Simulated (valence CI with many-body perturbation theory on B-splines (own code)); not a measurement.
# Level structure of Ta⁴¹⁺

Computed by configuration interaction combined with many-body perturbation theory (CI+MBPT): four valence electrons over a frozen Dirac-Fock core [Ar] 3d10, radial functions for each j: 11 s, 11 p, 10 d, 8 f, 5 g, 2 h, with the one-electron correlation potential Σ1 (screened to all orders), the two-electron term Σ2, the three-electron term Σ3, Breit, model QED; selected single and double excitations, second order for the rest, scaled by the run's own slope (own B-spline code, finite nucleus).

No measured spectrum was set against this ion. As an estimate, large intervals hold to a few tenths of a per cent, small ones and those within an open d or f shell to about a per cent. Among the levels kept, up to 390 cm⁻¹ of a level comes from second order outside the variational space, and about a tenth of that is noise between levels of different J, which matters for small intervals.

Levels 136 to 180 of 190, with energies above the lowest level, (4s^2 4p1/2^2) J=0. "Leading %" is the weight of the configuration and term that name the level; weights of strongly mixed levels are sums over their largest components and can fall short, so below about 35 % the name and the second component can differ from the true leading terms, or belong to a minority configuration. In the jj column 3d3/2^4 stands for four electrons in 3d with j = 3/2.

| No. | Configuration | Term | J | E (× 10³ cm⁻¹) | Leading % | Leading jj | Second component |
| --- | --- | --- | --- | --- | --- | --- | --- |
| 136 | 4s 4p 4d2 | 3D° | 1 | 4781.9 | 24 | 4s 4p1/2 4d3/2 4d5/2 (47 %) | 18 % 4p3 4d 5D° |
| 137 | 4p3 4d | 5D° | 0 | 4792.8 | 25 | 4s 4p1/2 4d3/2 4d5/2 (54 %) | 21 % 4s 4p 4d2 1S° |
| 138 | 4s 4p2 4f | 3D° | 3 | 4824.0 | 20 | 4s 4p1/2 4p3/2 4f5/2 (54 %) | 17 % 4s 4p2 4f 5G° |
| 139 | 4s 4p 4d2 | 5D° | 4 | 4830.0 | 14 | 4s 4p1/2 4p3/2 4f5/2 (34 %) | 12 % 4s 4p2 4f 5G° |
| 140 | 4s 4p2 4f | 3G° | 4 | 4846.9 | 13 | 4s 4p1/2 4p3/2 4f5/2 (50 %) | 12 % 4s 4p 4d2 3H° |
| 141 | 4s 4p2 4f | 5F° | 2 | 4847.4 | 19 | 4s 4p1/2 4p3/2 4f5/2 (55 %) | 16 % 4s 4p2 4f 5D° |
| 142 | 4s 4p 4d2 | 5D° | 3 | 4850.0 | 22 | 4s 4p1/2 4d3/2 4d5/2 (66 %) | 12 % 4s 4p 4d2 5F° |
| 143 | 4s 4p2 4f | 5D° | 4 | 4850.4 | 17 | 4s 4p1/2 4p3/2 4f7/2 (42 %) | 14 % 4s 4p 4d2 3F° |
| 144 | 4s 4p2 4f | 5F° | 1 | 4863.0 | 68 | 4s 4p1/2 4p3/2 4f5/2 (87 %) | 10 % 4s 4p2 4f 3D° |
| 145 | 4s 4p2 4f | 5D° | 3 | 4864.6 | 19 | 4s 4p1/2 4p3/2 4f7/2 (42 %) | 17 % 4s 4p2 4f 5F° |
| 146 | 4s 4p2 4f | 5G° | 5 | 4872.5 | 50 | 4s 4p1/2 4p3/2 4f7/2 (90 %) | 27 % 4s 4p2 4f 5F° |
| 147 | 4s 4p 4d2 | 5D° | 2 | 4872.9 | 14 | 4s 4p1/2 4d3/2 4d5/2 (60 %) | 12 % 4s 4p2 4f 5F° |
| 148 | 4s 4p 4d2 | 5D° | 4 | 4890.1 | 23 | 4s 4p1/2 4p3/2 4f5/2 (30 %) | 20 % 4s 4p2 4f 5G° |
| 149 | 4p3 4d | 3D° | 3 | 4892.6 | 8 | 4s 4p1/2 4d3/2 4d5/2 (40 %) | 8 % 4s 4p2 4f 5D° |
| 150 | 4s 4p 4d2 | 5S° | 2 | 4896.1 | 14 | 4s 4p1/2 4d3/2 4d5/2 (63 %) | 13 % 4s 4p 4d2 5P° |
| 151 | 4s 4p 4d2 | 3D° | 1 | 4906.8 | 20 | 4s 4p1/2 4d3/2 4d5/2 (52 %) | 8 % 4s 4p2 4f 3D° |
| 152 | 4p3 4d | 3F° | 2 | 4913.2 | 36 | 4p1/2 4p3/2^2 4d3/2 (62 %) | 10 % 4p3 4d 3D° |
| 153 | 4s 4p2 4f | 3G° | 5 | 4917.8 | 31 | 4s 4p1/2 4p3/2 4f7/2 (58 %) | 23 % 4s 4p2 4f 5F° |
| 154 | 4p3 4d | 3F° | 3 | 4918.3 | 18 | 4p1/2 4p3/2^2 4d3/2 (38 %) | 15 % 4p3 4d 5D° |
| 155 | 4s 4p2 4f | 3F° | 2 | 4924.5 | 16 | 4s 4p1/2 4p3/2 4f7/2 (50 %) | 15 % 4s 4p2 4f 3D° |
| 156 | 4s 4p2 4f | 3G° | 5 | 4925.1 | 18 | 4s 4p1/2 4p3/2 4f5/2 (48 %) | 15 % 4s 4p2 4f 3H° |
| 157 | 4s 4p2 4f | 3F° | 4 | 4928.7 | 25 | 4s 4p1/2 4p3/2 4f7/2 (50 %) | 13 % 4p3 4d 3F° |
| 158 | 4s 4p2 4f | 3F° | 3 | 4936.1 | 27 | 4s 4p1/2 4p3/2 4f5/2 (58 %) | 9 % 4s 4p2 4f 5F° |
| 159 | 4s 4p2 4f | 3H° | 6 | 4937.2 | 54 | 4s 4p1/2 4p3/2 4f7/2 (95 %) | 43 % 4s 4p2 4f 5G° |
| 160 | 4p3 4d | 3F° | 2 | 4939.4 | 22 | 4p1/2 4p3/2^2 4d3/2 (46 %) | 14 % 4s 4p2 4f 3F° |
| 161 | 4s 4p2 4f | 3P° | 1 | 4944.8 | 18 | 4s 4p1/2 4p3/2 4f5/2 (34 %) | 16 % 4s 4p2 4f 5D° |
| 162 | 4s 4p2 4f | 3G° | 3 | 4945.7 | 22 | 4s 4p1/2 4p3/2 4f7/2 (56 %) | 12 % 4s 4p2 4f 3F° |
| 163 | 4s 4p2 4f | 5D° | 2 | 4952.7 | 27 | 4s 4p1/2 4p3/2 4f5/2 (65 %) | 25 % 4s 4p2 4f 3D° |
| 164 | 4p3 4d | 3G° | 4 | 4953.2 | 13 | 4s 4p1/2 4p3/2 4f5/2 (38 %) | 12 % 4s 4p 4d2 5D° |
| 165 | 4s 4p2 4f | 5D° | 0 | 4953.5 | 41 | 4s 4p1/2 4p3/2 4f5/2 (80 %) | 41 % 4s 4p2 4f 3P° |
| 166 | 4s 4p2 4f | 5D° | 1 | 4963.2 | 24 | 4s 4p1/2 4p3/2 4f5/2 (51 %) | 15 % 4s 4p2 4f 3D° |
| 167 | 4s 4p 4d2 | 3P° | 2 | 4964.6 | 13 | 4s 4p1/2 4d5/2^2 (44 %) | 12 % 4s 4p2 4f 3D° |
| 168 | 4s 4p2 4f | 3D° | 1 | 4985.2 | 17 | 4s 4p1/2 4p3/2 4f7/2 (32 %) | 12 % 4s 4p 4d2 3P° |
| 169 | 4s 4p2 4f | 3G° | 3 | 4985.6 | 12 | 4s 4p1/2 4p3/2 4f5/2 (37 %) | 11 % 4s 4p2 4f 1F° |
| 170 | 4p3 4d | 1S° | 0 | 4991.3 | 24 | 4p1/2 4p3/2^2 4d3/2 (39 %) | 21 % 4s 4p 4d2 3P° |
| 171 | 4s 4p2 4f | 3F° | 4 | 4995.7 | 29 | 4s 4p1/2 4p3/2 4f7/2 (56 %) | 15 % 4p3 4d 5D° |
| 172 | 4s 4p 4d2 | 3F° | 3 | 4996.0 | 17 | 4s 4p1/2 4d5/2^2 (55 %) | 9 % 4s 4p 4d2 5D° |
| 173 | 4s 4p2 4f | 3F° | 2 | 4999.1 | 10 | 4s 4p1/2 4p3/2 4f7/2 (39 %) | 9 % 4s 4p 4d2 3D° |
| 174 | 4s 4p2 4f | 5F° | 4 | 5002.4 | 14 | 4s 4p1/2 4p3/2 4f7/2 (43 %) | 12 % 4p3 4d 3F° |
| 175 | 4s 4p2 4f | 3D° | 3 | 5007.4 | 43 | 4s 4p1/2 4p3/2 4f7/2 (49 %) |  |
| 176 | 4s 4p2 4f | 3D° | 2 | 5010.0 | 16 | 4s 4p1/2 4p3/2 4f5/2 (50 %) | 15 % 4s 4p2 4f 1D° |
| 177 | 4p3 4d | 3G° | 5 | 5016.5 | 31 | 4s 4p1/2 4p3/2 4f7/2 (64 %) | 23 % 4s 4p2 4f 3G° |
| 178 | 4s 4p2 4f | 1P° | 1 | 5022.3 | 22 | 4s 4p1/2 4p3/2 4f5/2 (48 %) | 16 % 4s 4p2 4f 3D° |
| 179 | 4s 4p 4d2 | 3P° | 0 | 5025.2 | 31 | 4s 4p1/2 4d5/2^2 (50 %) | 27 % 4p3 4d 3P° |
| 180 | 4p3 4d | 3D° | 3 | 5037.9 | 20 | 4s 4p1/2 4p3/2 4f5/2 (37 %) | 18 % 4s 4p2 4f 3G° |

Where two levels of one J and parity lie close, their mixing, g and order are uncertain.
